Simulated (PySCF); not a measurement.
# Computed records: CH₇FSi₂

All values are calculated (PySCF 2.14.0). Calculation on a computer-drawn molecule: optimised geometry and harmonic frequencies of an isolated molecule of the commonest isotopes, restricted reference for singlets and unrestricted otherwise, frozen core in MP2.

CH₇FSi₂

Start structure:
```xyz
11
CH7FSi2
F     -2.1311     3.5529    -1.4504
Si    -0.5501     3.4345    -1.3741
C     -0.1082     1.6952    -1.8140
Si    -0.9271     0.3455    -0.8970
H     -0.3524     3.6923     0.0617
H     -0.0222     4.4818    -2.1893
H      1.0359     1.5948    -1.7119
H     -0.2484     1.5565    -2.8607
H     -2.3824     0.3691    -1.1061
H     -0.5916     0.4416     0.5492
H     -0.4828    -1.0293    -1.3710
```

```
charge               : 0
multiplicity         : 1
method               : HF
basis                : cc-pV(D+d)Z
rotational constants : withheld
total energy         : withheld
```

Drawn bonds:
| atom | other atom | order |
| --- | --- | --- |
| 1 | 2 | 1 |
| 2 | 3 | 1 |
| 3 | 4 | 1 |
| 2 | 5 | 1 |
| 2 | 6 | 1 |
| 3 | 7 | 1 |
| 3 | 8 | 1 |
| 4 | 9 | 1 |
| 4 | 10 | 1 |
| 4 | 11 | 1 |

To be estimated
1. CH₇FSi₂: rotational constants?
2. What total energy does the calculation give for CH₇FSi₂?

## Answers
1. 8.228, 2.241, 1.917 GHz
2. -719.3291 hartree

Further results for CH₇FSi₂:

```
convergence status largest gradient component : 2.256e-05 hartree/bohr
```

Optimised structure:
```xyz
11
CH7FSi2
F     -2.1712     3.5745    -1.2816
Si    -0.5569     3.4454    -1.3203
C     -0.1004     1.7105    -1.8219
Si    -0.9566     0.2908    -0.9125
H     -0.0643     3.7593     0.0336
H     -0.0683     4.4458    -2.2872
H      0.9828     1.6056    -1.6778
H     -0.2851     1.5900    -2.8956
H     -2.3892     0.2304    -1.2751
H     -0.8359     0.4766     0.5533
H     -0.3153    -0.9941    -1.2786
```

Modes:
| frequency (cm⁻¹) | reduced mass (dalton) |
| --- | --- |
| 42.54 | 2.262 |
| 125.2 | 1.393 |
| 148.9 | 2.694 |
| 297.9 | 3.068 |
| 509.9 | 1.17 |
| 571.3 | 2.472 |
| 604.9 | 1.159 |
| 746.1 | 1.521 |
| 788.8 | 1.339 |
| 794.8 | 1.901 |
| 863.5 | 1.573 |
| 879.4 | 4.828 |
| 985.5 | 1.213 |
| 1027 | 1.09 |
| 1031 | 1.079 |
| 1036 | 1.043 |
| 1053 | 1.085 |
| 1110 | 1.078 |
| 1186 | 1.589 |
| 1497 | 1.089 |
| 2302 | 1.051 |
| 2308 | 1.036 |
| 2327 | 1.033 |
| 2340 | 1.052 |
| 2347 | 1.029 |
| 3159 | 1.061 |
| 3212 | 1.099 |
